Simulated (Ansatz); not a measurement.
```yaml
crystal:
  periodic: [false, false, false]
  atoms:
    - {symbol: Si, position_ang: [-0.893173, 0.366005, -0.471251]}
    - {symbol: Ga, position_ang: [-0.289778, -0.882003, 0.063070]}
    - {symbol: O, position_ang: [0.869056, -1.010983, 0.543740]}
    - {symbol: Sb, position_ang: [1.745385, 0.026369, 0.579111]}
    - {symbol: H, position_ang: [-1.631463, 0.333125, -0.676431]}
    - {symbol: H, position_ang: [-0.678252, 1.025644, 0.124117]}
    - {symbol: H, position_ang: [-0.381286, 0.698761, -1.213859]}
    - {symbol: H, position_ang: [-0.642453, -1.735288, 0.106417]}
    - {symbol: H, position_ang: [0.929483, 0.579379, 1.451806]}
    - {symbol: H, position_ang: [1.122503, 0.702306, -0.230335]}
basis:
  gaussian: {orbitals: def2-TZVPD, fitting: {mean_field: def2-universal-jkfit}}
magnetization: {spin_polarized: true, initial_magnetization: 2}
hamiltonian: {xc: {name: wPBEh}}
scf: {lower_state_search: full}
output: {forces: true}
```

```sh
$ ansatz run in.yaml --threads 4 --pin off --events-out ev --progress --plain --max-ram 10444MiB
```

Shortened log:

```
Functional definition: wPBEh
797 factors; integrals over basis functions are off by at most 8.7e-1 eV
797 factors; integrals over basis functions are off by at most 2.2e-7 eV
mean field evaluation 1: about -68816.3400 eV, gradient 7.9e1 eV
mean field evaluation 2: about -68816.3403 eV, gradient 7.9e1 eV
mean field evaluation 4: about -68833.5558 eV, gradient 3.5e1 eV
mean field evaluation 8: about -68839.1004 eV, gradient 1.4e0 eV
mean field evaluation 16: about -68839.1096 eV, gradient 6.7e-4 eV
mean field evaluation 160: about -68839.1096 eV, gradient 9.5e-3 eV
mean field -68839.10962475 eV, -2529.7906178853 hartree, gradient 2.9e-5 eV, S^2 2.004544; 8 other end points of the search recorded, 0 dependent functions left out
reference -68839.10968351 eV, -2529.7906200444 hartree; 42, 40 occupied and 205, 207 virtual orbitals, 797 factors
Total energy: -68839.10968351 eV, -2529.7906200444 hartree
Atom 0 at    -0.893173     0.366005    -0.471251 Å, force    30.976191     1.237533     2.525160 eV/Å
Atom 1 at    -0.289778    -0.882003     0.063070 Å, force   -22.041212     2.723485    -7.328182 eV/Å
Atom 2 at     0.869056    -1.010983     0.543740 Å, force    11.499077   -60.681844    19.959518 eV/Å
Atom 3 at     1.745385     0.026369     0.579111 Å, force    70.039093    37.687832     9.689848 eV/Å
Atom 4 at    -1.631463     0.333125    -0.676431 Å, force   -81.381489    -3.322795   -22.399642 eV/Å
Atom 5 at    -0.678252     1.025644     0.124117 Å, force     9.319815    31.297944    28.643022 eV/Å
Atom 6 at    -0.381286     0.698761    -1.213859 Å, force    18.058373    11.903131   -27.786730 eV/Å
Atom 7 at    -0.642453    -1.735288     0.106417 Å, force   -19.388605   -41.190918     1.079513 eV/Å
Atom 8 at     0.929483     0.579379     1.451806 Å, force    -7.615936     7.532954    10.645079 eV/Å
Atom 9 at     1.122503     0.702306    -0.230335 Å, force    -9.465307    12.812677   -15.027586 eV/Å
Dipole moment:     0.003528    -0.041602    -0.043787 e Å
```

(1) Something in this input is off. What?

Results:

(1) The geometry is squeezed to about two thirds of its size. The run converged. The result belongs to that input, not to the molecule as meant.
